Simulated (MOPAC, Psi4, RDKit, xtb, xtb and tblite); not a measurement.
Two geometries of SMILES OB(O)CB(O)O (CH6B2O4), relaxed at GFN2-xTB with one dihedral held; other torsions can differ between them too.

Structure A

```
13

O      0.1159     1.9107     2.9391
B     -0.5276     1.0031     2.1305
O     -0.4515     1.1742     0.7859
C     -1.4851    -0.1480     2.6679
B     -2.9886     0.0981     2.1730
O     -3.2674     0.4178     0.8808
O     -4.0100     0.0060     3.0518
H     -0.4153     2.4023     3.5566
H      0.1225     1.8927     0.5133
H     -1.4411    -0.2549     3.7489
H     -1.1633    -1.0972     2.2387
H     -2.4867     0.5261     0.3347
H     -4.8698     0.1608     2.6577
```

Structure B

```
13

O     -0.6222     1.9870     3.2141
B     -0.4811     1.1203     2.1755
O      0.7595     0.7170     1.8249
C     -1.7469     0.6278     1.3257
B     -2.6443     1.8736     0.9092
O     -2.9325     2.2332    -0.3706
O     -3.1282     2.6724     1.8982
H     -1.4890     2.3957     3.2536
H      1.4500     1.0721     2.3866
H     -2.3343    -0.0227     1.9746
H     -1.4351     0.0298     0.4718
H     -2.5710     1.6763    -1.0572
H     -3.6467     3.4090     1.5704
```

### Question
Which is lower in energy at the level DF-MP2 (frozen core)/cc-pVTZ // GFN2-xTB run with Psi4, and by how much?

### Answer
B is lower, by 29.36 kJ/mol (dihedral H8–O1–B2–O3: 120° in A, 165° in B).

E(B) − E(A) in kJ/mol at the other levels, on the same two geometries: GFN2-xTB (xtb and tblite) -27.23; PBE0/def2-TZVP // GFN2-xTB (Psi4) -28.67; PBE0-D3(BJ)/def2-TZVP // GFN2-xTB (Psi4) -28.65; PBE/def2-TZVP // GFN2-xTB (Psi4) -28.44; PBE-D3(BJ)/def2-TZVP // GFN2-xTB (Psi4) -28.44; HF/cc-pVTZ // GFN2-xTB (Psi4) -27.57; UFF // GFN2-xTB (RDKit) 34.38; PM7, restricted, heats of formation // GFN2-xTB (MOPAC) -14.49; PM6, restricted, heats of formation // GFN2-xTB (MOPAC) -18.44; GFN1-xTB // GFN2-xTB (xtb) -22.88.
